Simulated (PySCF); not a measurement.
A PySCF script (with the pyscf-properties extension) for the NMR shieldings of `CS[Si@@H]1CC[Si@@H](C=O)O1`, C₄H₁₀O₂SSi₂, on a GFN2-xTB geometry:

```python
import basis_set_exchange as bse
import numpy as np
from pyscf import gto, dft
from pyscf.prop import nmr

atoms = """
C     3.633588    0.295104   -0.648336
S     2.185170    1.019264   -1.485448
Si    0.736094    0.567271    0.000084
C     0.178447   -1.254836    0.065480
C    -1.338839   -1.237918    0.297826
Si   -2.001887    0.320408   -0.584459
C    -3.385174    1.207237    0.384858
O    -4.559287    1.039755    0.180746
O    -0.671660    1.263350   -0.445544
H     4.493485    0.485678   -1.280749
H     3.491884   -0.773086   -0.526424
H     3.769372    0.771380    0.316651
H     1.101092    1.154202    1.284941
H     0.384087   -1.730613   -0.896963
H     0.679614   -1.854431    0.825066
H    -1.535031   -1.160964    1.370432
H    -1.792452   -2.170255   -0.035462
H    -2.308873    0.153699   -1.998293
H    -3.069434    1.914005    1.183297
"""
names = dict.fromkeys(["C", "S", "Si", "O", "H"], "pcSseg-1")
basis = {el: gto.basis.parse(bse.get_basis(n, elements=[el], fmt="nwchem")) for el, n in names.items()}
mol = gto.M(atom=atoms, basis=basis, charge=0, verbose=0)
mf = dft.RKS(mol, xc="PBE0")
mf.grids.level = 2
mf.grids.alignment = dft.numint.BLKSIZE   # the property module wants whole blocks of grid points
mf.conv_tol = 1e-9
mf.kernel()

calc = nmr.RKS(mf)   # GIAO
C = mf.mo_coeff
Co = C[:, mf.mo_occ > 0]
resp = mf.gen_response(singlet=True, hermi=2)
def vind(x):   # induced exchange potential for any number of trial vectors
    d = np.einsum("pi,xij,qj->xpq", C, 2 * x.reshape(-1, C.shape[1], Co.shape[1]), Co, optimize=True)
    return np.einsum("xpq,pi,qj->xij", resp(d - d.transpose(0, 2, 1)), C, Co, optimize=True).ravel()
mo1, _ = nmr.rhf.solve_mo1(calc, with_cphf=vind)
sigma = calc.kernel(mo1)
for i, s in enumerate(sigma):   # ppm
    print("%2d %-2s %9.2f" % (i, mol.atom_pure_symbol(i), np.trace(s) / 3))
```

**Question.** Give the expected output.

**Answer.** 
```
 0 C     178.31
 1 S     678.61
 2 Si    323.69
 3 C     170.92
 4 C     177.54
 5 Si    371.35
 6 C     -62.03
 7 O    -623.35
 8 O     278.20
 9 H      29.64
10 H      29.99
11 H      29.78
12 H      26.01
13 H      30.80
14 H      30.24
15 H      30.74
16 H      30.51
17 H      27.10
18 H      19.39
```

These numbers come from an equivalent density-fitted implementation of the same equations, which agrees with the script to about 0.01 ppm for H and up to a few tenths of a ppm for heavy atoms, so last digits may differ.

**Question.** Turn these shieldings into chemical shifts. Chemical shifts δ = σref − σ; TMS for ¹³C (σ = 186.93 ppm), ²⁹Si (σ = 349.16 ppm), ¹H (σ = 31.72 ppm); ³³S (σ = 503.73 ppm) against CS2; H2O for ¹⁷O (σ = 336.08 ppm), all at this level.

**Answer.** Averaging equivalent atoms: C 6: 249.0; C 3: 16.0; C 4: 9.4; C 0: 8.6; S 1: -175; Si 2: 25.5; Si 5: -22.2; O 7: 959.4; O 8: 57.9; H 18: 12.32; H 12: 5.70; H 17: 4.62; H 9/10/11: 1.91; H 14: 1.48; H 16: 1.21; H 15: 0.98; H 13: 0.91 ppm. Unscaled 17O shifts of doubly bonded oxygen tend to come out too high, by tens of ppm or more. Experimental scales use liquid or dissolved standards, which lie at an offset from isolated H2O (liquid H2O: subtract about 36 ppm).

Size and cost of the density-fitted run: 224 basis functions, 110 s wall time on 1 thread of an Arm Neoverse N1, shared host; peak memory 1.1 GiB.
